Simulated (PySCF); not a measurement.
HFSi, charge -1, doublet, geometry from GFN2-xTB (a state made from the parent by changing its charge; the spin is typed, not shown lowest) (a gas-phase anion, which may not be bound at this level); CASSCF(9,8)/6-31G* (PySCF).

PySCF was given this input:
```python
from pyscf import gto, scf, mcscf
import numpy

mol = gto.Mole()
mol.atom = '''
    Si   -0.233021   -0.396633    0.507668
    H    -0.995402   -1.223252   -0.599320
    F     0.473077    0.752901   -0.723115
'''
mol.basis = '6-31g*'
mol.charge = -1
mol.spin = 1
mol.verbose = 4
mol.build()

mf = scf.ROHF(mol)
mf.kernel()
mc = mcscf.CASSCF(mf, 8, 9)
mc.fix_spin_(ss=0.75)
mc.kernel()
occ = numpy.linalg.eigvalsh(mc.fcisolver.make_rdm1(mc.ci, mc.ncas, mc.nelecas))[::-1]
ss = mc.fcisolver.spin_square(mc.ci, mc.ncas, mc.nelecas)[0]
print('natural occupations', occ.round(4), ' <S^2>', round(ss, 4))
```

It wrote (shortened):

```
PySCF version 2.14.0

[INPUT] verbose = 4
[INPUT] num. atoms = 3
[INPUT] num. electrons = 25
[INPUT] charge = -1
[INPUT] spin (= nelec alpha-beta = 2S) = 1
[INPUT] symmetry False subgroup None
[INPUT] Mole.unit = angstrom
[INPUT] Symbol           X                Y                Z      unit          X                Y                Z       unit  Magmom
[...]
nuclear repulsion = 43.1388942610516
number of shells = 16
number of NR pGTOs = 82
number of NR cGTOs = 34
basis = 6-31g*
ecp = {}

******** <class 'pyscf.scf.rohf.ROHF'> ********
method = ROHF
initial guess = minao
damping factor = 0
level_shift factor = 0
DIIS = <class 'pyscf.scf.diis.CDIIS'>
diis_start_cycle = 1
diis_space = 8
diis_damp = 0
SCF conv_tol = 1e-09
SCF conv_tol_grad = None
SCF max_cycles = 50
direct_scf = True
direct_scf_tol = 1e-13
num. doubly occ = 12  num. singly occ = 1
Set gradient conv threshold to 3.16228e-05
init E= -388.4584659809
[...]
cycle= 1 E= -388.853703274607  delta_E= -0.395  |g|= 0.546  |ddm|= 1.07
[...]
cycle= 2 E= -388.891066440062  delta_E= -0.0374  |g|= 0.375  |ddm|= 0.429
[...]
cycle= 3 E= -388.914201315015  delta_E= -0.0231  |g|= 0.0297  |ddm|= 0.154
[...]
cycle= 4 E= -388.914896515891  delta_E= -0.000695  |g|= 0.00666  |ddm|= 0.0602
[...]
cycle= 5 E= -388.91493884656  delta_E= -4.23e-05  |g|= 0.00212  |ddm|= 0.0152
[...]
cycle= 6 E= -388.914943132398  delta_E= -4.29e-06  |g|= 0.000545  |ddm|= 0.0046
[...]
cycle= 7 E= -388.914943417542  delta_E= -2.85e-07  |g|= 0.000116  |ddm|= 0.0011
[...]
cycle= 8 E= -388.91494343101  delta_E= -1.35e-08  |g|= 2.67e-05  |ddm|= 0.000262
[...]
cycle= 9 E= -388.914943431652  delta_E= -6.43e-10  |g|= 4.46e-06  |ddm|= 5.84e-05
[...]
Extra cycle  E= -388.914943431666  delta_E= -1.34e-11  |g|= 1.97e-06  |ddm|= 5.86e-06
converged SCF energy = -388.914943431666

******** <class 'pyscf.mcscf.mc1step.CASSCF'> ********
CAS (5e+4e, 8o), ncore = 8, nvir = 18
max_cycle_macro = 50
max_cycle_micro = 4
conv_tol = 1e-07
conv_tol_grad = None
orbital rotation max_stepsize = 0.02
orbital rotation threshold for CI restart = 0.01
augmented hessian ah_max_cycle = 30
augmented hessian ah_conv_tol = 1e-12
augmented hessian ah_linear dependence = 1e-14
augmented hessian ah_level shift = 1e-08
augmented hessian ah_start_tol = 2.5
augmented hessian ah_start_cycle = 3
augmented hessian ah_grad_trust_region = 3
kf_trust_region = 3
kf_interval = 4
ci_response_space = 4
ci_grad_trust_region = 3
with_dep4 0
natorb = False
canonicalization = True
sorting_mo_energy = False
ao2mo_level = 2
internal_rotation = False
******** <class 'pyscf.fci.addons.SpinPenaltyFCISolver'> ********
max. cycles = 50
conv_tol = 1e-08
davidson only = True
linear dependence = 1e-12
level shift = 0.001
max iter space = 12
nroots = 1
pspace_size = 400
spin = None
CASCI E = -388.925926597509  S^2 = 0.7500000
Set conv_tol_grad to 0.000316228
macro iter   1 ( 21 JK    4 micro), CASSCF E = -388.937010308341  dE = -1.10837108e-02  S^2 = 0.7500000
               |grad[o]|=0.0171  |grad[c]|=0.0135  |ddm|=0.0311  |maxRot[o]|=0.312
macro iter   2 ( 21 JK    4 micro), CASSCF E = -388.943160322281  dE = -6.15001394e-03  S^2 = 0.7500000
               |grad[o]|=0.0148  |grad[c]|=0.0106  |ddm|=0.0091  |maxRot[o]|=0.291
macro iter   3 ( 21 JK    4 micro), CASSCF E = -388.945697006905  dE = -2.53668462e-03  S^2 = 0.7500000
               |grad[o]|=0.0105  |grad[c]|=0.00774  |ddm|=0.00544  |maxRot[o]|=0.156
macro iter   4 ( 21 JK    4 micro), CASSCF E = -388.947268036492  dE = -1.57102959e-03  S^2 = 0.7500000
               |grad[o]|=0.00871  |grad[c]|=0.00614  |ddm|=0.0046  |maxRot[o]|=0.102
macro iter   5 ( 21 JK    4 micro), CASSCF E = -388.948305315919  dE = -1.03727943e-03  S^2 = 0.7500000
               |grad[o]|=0.00794  |grad[c]|=0.00593  |ddm|=0.00407  |maxRot[o]|=0.079
macro iter   6 ( 21 JK    4 micro), CASSCF E = -388.949004043268  dE = -6.98727348e-04  S^2 = 0.7500000
               |grad[o]|=0.00727  |grad[c]|=0.00787  |ddm|=0.00333  |maxRot[o]|=0.0665
macro iter   7 ( 21 JK    4 micro), CASSCF E = -388.949427491257  dE = -4.23447990e-04  S^2 = 0.7500000
               |grad[o]|=0.00641  |grad[c]|=0.00563  |ddm|=0.00225  |maxRot[o]|=0.0458
macro iter   8 ( 21 JK    4 micro), CASSCF E = -388.949635429163  dE = -2.07937906e-04  S^2 = 0.7500000
               |grad[o]|=0.0052  |grad[c]|=0.006  |ddm|=0.0015  |maxRot[o]|=0.0327
macro iter   9 ( 17 JK    4 micro), CASSCF E = -388.949773890493  dE = -1.38461329e-04  S^2 = 0.7500000
               |grad[o]|=0.00436  |grad[c]|=0.00981  |ddm|=0.00123  |maxRot[o]|=0.063
macro iter  10 ( 21 JK    4 micro), CASSCF E = -388.949821388873  dE = -4.74983807e-05  S^2 = 0.7500000
               |grad[o]|=0.00331  |grad[c]|=0.00933  |ddm|=0.00107  |maxRot[o]|=0.0292
macro iter  11 ( 21 JK    4 micro), CASSCF E = -388.949841455516  dE = -2.00666433e-05  S^2 = 0.7500000
               |grad[o]|=0.00316  |grad[c]|=0.00923  |ddm|=0.000955  |maxRot[o]|=0.0186
macro iter  12 ( 21 JK    4 micro), CASSCF E = -388.949842624196  dE = -1.16867903e-06  S^2 = 0.7500000
               |grad[o]|=0.0033  |grad[c]|=0.00609  |ddm|=0.000611  |maxRot[o]|=0.0198
macro iter  13 ( 21 JK    4 micro), CASSCF E = -388.949840256719  dE =  2.36747672e-06  S^2 = 0.7500000
               |grad[o]|=0.00341  |grad[c]|=0.00544  |ddm|=0.000531  |maxRot[o]|=0.0241
macro iter  14 ( 21 JK    4 micro), CASSCF E = -388.949873113433  dE = -3.28567143e-05  S^2 = 0.7500000
               |grad[o]|=0.00339  |grad[c]|=0.00622  |ddm|=0.000616  |maxRot[o]|=0.0387
macro iter  15 ( 12 JK    3 micro), CASSCF E = -388.949944294395  dE = -7.11809618e-05  S^2 = 0.7500000
               |grad[o]|=0.00309  |grad[c]|=0.00967  |ddm|=0.00133  |maxRot[o]|=0.082
macro iter  16 ( 12 JK    3 micro), CASSCF E = -388.949993468917  dE = -4.91745224e-05  S^2 = 0.7500000
               |grad[o]|=0.00267  |grad[c]|=0.00567  |ddm|=0.000745  |maxRot[o]|=0.0656
[...]
macro iter  22 ( 21 JK    4 micro), CASSCF E = -388.950482500700  dE =  1.37022557e-05  S^2 = 0.7500000
               |grad[o]|=0.00271  |grad[c]|=0.00773  |ddm|=0.000993  |maxRot[o]|=0.00839
macro iter  23 ( 21 JK    4 micro), CASSCF E = -388.950597917944  dE = -1.15417244e-04  S^2 = 0.7500000
               |grad[o]|=0.00313  |grad[c]|=0.00707  |ddm|=0.00109  |maxRot[o]|=0.0523
macro iter  24 ( 12 JK    3 micro), CASSCF E = -388.950789763916  dE = -1.91845972e-04  S^2 = 0.7500000
               |grad[o]|=0.00309  |grad[c]|=0.00865  |ddm|=0.0018  |maxRot[o]|=0.0819
macro iter  25 ( 21 JK    4 micro), CASSCF E = -388.950867841576  dE = -7.80776602e-05  S^2 = 0.7500000
               |grad[o]|=0.003  |grad[c]|=0.0103  |ddm|=0.00168  |maxRot[o]|=0.0409
macro iter  26 ( 21 JK    4 micro), CASSCF E = -388.950856524409  dE =  1.13171668e-05  S^2 = 0.7500000
               |grad[o]|=0.00339  |grad[c]|=0.00742  |ddm|=0.000959  |maxRot[o]|=0.0588
macro iter  27 ( 21 JK    4 micro), CASSCF E = -388.950971991109  dE = -1.15466700e-04  S^2 = 0.7500000
               |grad[o]|=0.00342  |grad[c]|=0.00469  |ddm|=0.000692  |maxRot[o]|=0.0413
macro iter  28 ( 21 JK    4 micro), CASSCF E = -388.951215999435  dE = -2.44008326e-04  S^2 = 0.7500000
               |grad[o]|=0.00323  |grad[c]|=0.00313  |ddm|=0.00096  |maxRot[o]|=0.0812
macro iter  29 ( 21 JK    4 micro), CASSCF E = -388.951317560612  dE = -1.01561176e-04  S^2 = 0.7500000
               |grad[o]|=0.00328  |grad[c]|=0.00579  |ddm|=0.00234  |maxRot[o]|=0.0391
macro iter  30 ( 21 JK    4 micro), CASSCF E = -388.951342322508  dE = -2.47618959e-05  S^2 = 0.7500000
               |grad[o]|=0.00347  |grad[c]|=0.00761  |ddm|=0.00163  |maxRot[o]|=0.0366
macro iter  31 ( 21 JK    4 micro), CASSCF E = -388.951426878154  dE = -8.45556462e-05  S^2 = 0.7500000
               |grad[o]|=0.00425  |grad[c]|=0.009  |ddm|=0.00184  |maxRot[o]|=0.0266
macro iter  32 ( 21 JK    4 micro), CASSCF E = -388.951589090409  dE = -1.62212255e-04  S^2 = 0.7500000
               |grad[o]|=0.00453  |grad[c]|= 0.01  |ddm|=0.00268  |maxRot[o]|=0.0385
macro iter  33 ( 21 JK    4 micro), CASSCF E = -388.954117322315  dE = -2.52823191e-03  S^2 = 0.7500000
               |grad[o]|=0.00628  |grad[c]|=0.0131  |ddm|=0.00812  |maxRot[o]|=0.156
macro iter  34 ( 21 JK    4 micro), CASSCF E = -388.959313387609  dE = -5.19606529e-03  S^2 = 0.7500000
               |grad[o]|=0.0149  |grad[c]|=0.0155  |ddm|=0.0124  |maxRot[o]|=0.161
macro iter  35 ( 20 JK    4 micro), CASSCF E = -388.960485343853  dE = -1.17195624e-03  S^2 = 0.7500000
               |grad[o]|=0.0116  |grad[c]|=0.0176  |ddm|=0.00932  |maxRot[o]|=0.0698
macro iter  36 ( 20 JK    4 micro), CASSCF E = -388.960765583134  dE = -2.80239280e-04  S^2 = 0.7500000
               |grad[o]|=0.00691  |grad[c]|=0.0112  |ddm|=0.00585  |maxRot[o]|=0.0881
macro iter  37 ( 21 JK    4 micro), CASSCF E = -388.960885076291  dE = -1.19493157e-04  S^2 = 0.7500000
               |grad[o]|=0.00699  |grad[c]|=0.011  |ddm|=0.00431  |maxRot[o]|=0.073
macro iter  38 ( 21 JK    4 micro), CASSCF E = -388.961000440946  dE = -1.15364656e-04  S^2 = 0.7500000
               |grad[o]|=0.00672  |grad[c]|=0.0111  |ddm|=0.00422  |maxRot[o]|=0.0701
macro iter  39 ( 21 JK    4 micro), CASSCF E = -388.961102619806  dE = -1.02178860e-04  S^2 = 0.7500000
               |grad[o]|=0.00666  |grad[c]|=0.0112  |ddm|=0.00411  |maxRot[o]|=0.064
macro iter  40 ( 21 JK    4 micro), CASSCF E = -388.961190167400  dE = -8.75475939e-05  S^2 = 0.7500000
               |grad[o]|=0.00657  |grad[c]|=0.0112  |ddm|=0.00403  |maxRot[o]|=0.0578
macro iter  41 ( 21 JK    4 micro), CASSCF E = -388.961266326682  dE = -7.61592821e-05  S^2 = 0.7500000
               |grad[o]|=0.00649  |grad[c]|=0.0113  |ddm|=0.00399  |maxRot[o]|=0.0526
macro iter  42 ( 21 JK    4 micro), CASSCF E = -388.961333760054  dE = -6.74333714e-05  S^2 = 0.7500000
               |grad[o]|=0.00641  |grad[c]|=0.0113  |ddm|=0.00396  |maxRot[o]|=0.0487
macro iter  43 ( 21 JK    4 micro), CASSCF E = -388.961690980339  dE = -3.57220285e-04  S^2 = 0.7500000
               |grad[o]|=0.00634  |grad[c]|=0.0117  |ddm|=0.00403  |maxRot[o]|=0.0559
macro iter  44 ( 21 JK    4 micro), CASSCF E = -388.961761914934  dE = -7.09345951e-05  S^2 = 0.7500000
               |grad[o]|=0.0055  |grad[c]|=0.0113  |ddm|=0.00385  |maxRot[o]|=0.0479
macro iter  45 ( 21 JK    4 micro), CASSCF E = -388.962079778907  dE = -3.17863973e-04  S^2 = 0.7500000
               |grad[o]|=0.00591  |grad[c]|=0.0108  |ddm|=0.0037  |maxRot[o]|=0.055
macro iter  46 ( 21 JK    4 micro), CASSCF E = -388.962383739334  dE = -3.03960427e-04  S^2 = 0.7500000
               |grad[o]|=0.00491  |grad[c]|=0.00582  |ddm|=0.00254  |maxRot[o]|=0.0508
macro iter  47 (  7 JK    2 micro), CASSCF E = -388.962696169694  dE = -3.12430360e-04  S^2 = 0.7500000
               |grad[o]|=0.00397  |grad[c]|=0.00993  |ddm|=0.00408  |maxRot[o]|=0.0668
macro iter  48 ( 20 JK    4 micro), CASSCF E = -388.962883192385  dE = -1.87022691e-04  S^2 = 0.7500000
               |grad[o]|=0.00195  |grad[c]|=0.00537  |ddm|=0.00309  |maxRot[o]|=0.0693
macro iter  49 ( 19 JK    4 micro), CASSCF E = -388.963042169816  dE = -1.58977431e-04  S^2 = 0.7500000
               |grad[o]|=0.00236  |grad[c]|=0.0055  |ddm|=0.00333  |maxRot[o]|=0.0685
macro iter  50 ( 17 JK    4 micro), CASSCF E = -388.963159282481  dE = -1.17112666e-04  S^2 = 0.7500000
               |grad[o]|=0.00227  |grad[c]|=0.00557  |ddm|=0.00349  |maxRot[o]|=0.0544
1-step CASSCF not converged,  50 macro (996 JK 195 micro) steps
CASSCF canonicalization
Density matrix diagonal elements [1.97880513 1.99626768 1.98069981 1.96504591 1.00323487 0.03493328
 0.02738293 0.01363039]
CASSCF energy = -388.963159282481
CASCI E = -388.963159282481  E(CI) = -15.2877292287164  S^2 = 0.7500000
natural occupations [1.9972 1.9844 1.9763 1.9651 1.0023 0.0387 0.027  0.009 ]  <S^2> 0.75
```

Convergence was not reached.
